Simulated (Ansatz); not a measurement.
Total energies of Cd₇S₆Cl₂, a halide-capped nanocrystal cut from wurtzite CdS (2 Cl on the cations) from Ansatz at CAM-B3LYP-D4/def2-TZVP, gas phase (1 Eh = 27.2114 eV = 2625.5 kJ/mol). The reference geometry is relaxed at r2SCAN-D4/def2-SVP.

```xyz
15

S    -3.286   -0.168   -3.792
Cd   -1.832   -1.827   -2.890
S    -0.396   -0.591   -1.039
Cd    0.510   -2.849   -0.397
S     1.824   -3.617    1.414
Cd   -2.572    1.133   -1.949
S    -2.451    2.491    0.088
Cd   -1.053    0.519    1.080
S     0.395    0.529    3.035
Cd    1.852   -1.388    2.268
Cd   -0.253    3.474    0.105
S     1.966    4.012    0.533
Cd    2.126    1.996    1.855
Cl   -0.722   -3.958   -2.416
Cl    3.892    0.242    2.104
```

```csv
state,geometry,energy (Eh)
charge 0 singlet,reference,-4484.48350
charge 1 doublet,reference,-4484.17970
charge -1 doublet,reference,-4484.54545
free S atom (triplet),–,-398.12673
free Cd atom (singlet),–,-167.75134
free Cl atom (doublet),–,-460.16613
```

In the def2 sets Cd takes a core potential; there is no spin–orbit coupling. Single mean-field runs in def2-TZVP are fitted with def2-universal-jkfit.

Work out the vertical ionisation energy to the doublet.

E(charge 1 doublet) − E(charge 0 singlet) = -4484.17970 − (-4484.48350) = 0.30380 Eh = 8.27 eV. For comparison, −ε of the highest occupied level is 8.01 eV at this level, 0.26 eV less.

Work out the vertical electron affinity, to the doublet.

E(charge 0 singlet) − E(charge -1 doublet) = -4484.48350 − (-4484.54545) = 0.06195 Eh = 1.69 eV. The basis lacks diffuse functions, which makes affinities too small.

Give the fundamental gap IE − EA, the Mulliken electronegativity (IE + EA)/2 and the hardness (IE − EA)/2.

From the values in Eh: IE − EA = 0.30380 − 0.06195 = 0.24185 Eh = 6.58 eV; (IE + EA)/2 = 4.98 eV; (IE − EA)/2 = 3.29 eV. The HOMO–LUMO gap of the same run is 5.97 eV, 0.61 eV smaller than the fundamental gap.

What is the binding energy per atom against free atoms?

Atoms: 6 × (-398.12673) + 7 × (-167.75134) + 2 × (-460.16613) = -4483.35202 Eh. Binding: -4483.35202 − (-4484.48350) = 1.13148 Eh = 30.79 eV, or 2.05 eV for each of 15 atoms (no zero-point energy, no counterpoise term).
